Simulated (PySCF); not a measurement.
One formula, C5H11Ga, several structures.

PySCF, CAM-B3LYP/def2-SVPD, density fitting, gas phase; each molecule at its own PBE0-D3(BJ)/def2-SVP geometry, one conformer. Singlet excitations by full TDDFT with frozen cores, triplets by Tamm–Dancoff TDDFT and ionisation energies by ΔSCF, from the lowest of the holes tried. 

Torsions of the conformers computed, which needn't be the lowest (atom-mapped SMILES):
- `[CH3:1][GaH:2][CH:3]=[C:4]([CH3:5])[CH3:6]`: C1–Ga2–C3–C4 179°
- `[CH3:1][GaH:2][CH:3]1[CH2:4][CH2:5][CH2:6]1`: C1–Ga2–C3–C4 35°

The conformers of `[GaH2][CH]1CCCC1`, `C[C@@H]1CC[CH2][GaH]1` and `C[C@H]1C[CH2][GaH][CH2]1` aren't listed.

Reference: `[CH3][GaH][CH]=C(C)C`, with HOMO energy -8.46 eV, LUMO energy -0.35 eV, lowest singlet excitation 4.99 eV, lowest triplet excitation 3.70 eV, mean polarisability 94.7 au and vertical ionisation energy 9.09 eV.

Changes against it:

| molecule | Δ electronic energy (kcal/mol) | Δ HOMO energy (eV) | Δ LUMO energy (eV) | Δ lowest singlet excitation (eV) | Δ lowest triplet excitation (eV) | Δ mean polarisability (au) | Δ vertical ionisation energy (eV) |
| --- | --- | --- | --- | --- | --- | --- | --- |
| C[C@@H]1CC[CH2][GaH]1 | -3.1 | +0.54 | +0.10 | -0.83 | +0.16 | -8.3 | -0.48 |
| C[C@H]1C[CH2][GaH][CH2]1 | -6.4 | +0.29 | +0.17 | -0.57 | +0.41 | -9.0 | -0.20 |

Rows whose labels were lost:

```csv
row,Δ electronic energy (kcal/mol),Δ HOMO energy (eV),Δ LUMO energy (eV),Δ lowest singlet excitation (eV),Δ lowest triplet excitation (eV),Δ mean polarisability (au),Δ vertical ionisation energy (eV)
P,+0.2,+0.01,-0.18,-0.56,+0.40,-8.2,+0.06
Q,+12.8,+0.09,+0.19,-0.28,+0.69,-7.8,-0.05
```

Q: Which row belongs to which of `[CH3][GaH][CH]1CCC1` and `[GaH2][CH]1CCCC1`?

A: P = `[GaH2][CH]1CCCC1` and Q = `[CH3][GaH][CH]1CCC1`. P and Q are told apart most clearly by the electronic energy (+0.2 against +12.8 kcal/mol).
